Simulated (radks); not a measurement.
All-electron atom: Fe II in [Ar] 3d6 4s1.

Method: scalar-relativistic Kohn-Sham, SOGGA, spin-polarised, spherical densities, finite nucleus; open shells are filled with parallel spins first; Fermi nuclear charge, rms radius 3.7377 fm; computed with a radial shooting solver on a logarithmic mesh with Libxc functionals.

Energy parts (Ry):
part                       energy
total                 -2541.85645
kinetic                2572.25670
electron-nucleus      -6066.85015
Hartree                1061.06621
exchange-correlation   -108.32922

Orbitals (lengths in bohr, moments of r in powers of bohr; <r^-3> diverges for s and p1/2; r(max) is where P^2 peaks):
orbital  occ.  eigenvalue (Ry)  <r^-3>   <1/r>   r(max)     <r^2>
1s up       1        -514.4348       -   25.96  0.03829  0.004602
1s down     1        -514.4318       -   25.96  0.03829  0.004602
2s up       1        -60.80286       -   5.550   0.2226   0.08440
2s down     1        -60.65965       -   5.559   0.2225   0.08413
2p up       3        -51.90548   479.5   5.447   0.1799   0.06838
2p down     3        -51.79607   481.0   5.455   0.1798   0.06810
3s up       1         -7.61945       -   1.747   0.7010    0.7601
3s down     1         -7.29991       -   1.741   0.7018    0.7637
3p up       3         -5.13142   60.00   1.606   0.7133    0.8683
3p down     3         -4.81529   59.28   1.599   0.7147    0.8753
3d up       5         -1.26949   5.035   1.228   0.7092     1.587
3d down     1         -0.96574   4.842   1.201   0.7167     1.743
4s up       1         -0.95542       -  0.4914    2.251     8.024
4s down     0         -0.77369       -  0.4668    2.330     8.868

The highest occupied level is 4s up at -12.999 eV. The spin density at the nucleus is 6.807 e/bohr^3 (1s 0.021, 2s -2.059, 3s 0.874, 4s 7.970). For comparison, the ionisation energy in NIST's Atomic Spectra Database is 16.199 eV (measured). In exact Kohn-Sham theory the highest level is minus the ionisation energy, but local and semilocal functionals leave it too shallow, through self-interaction and a potential that decays too fast; potentials with the right tail come closer. The electron density at the nucleus is 1.518e+04 e/bohr^3 (large components only).
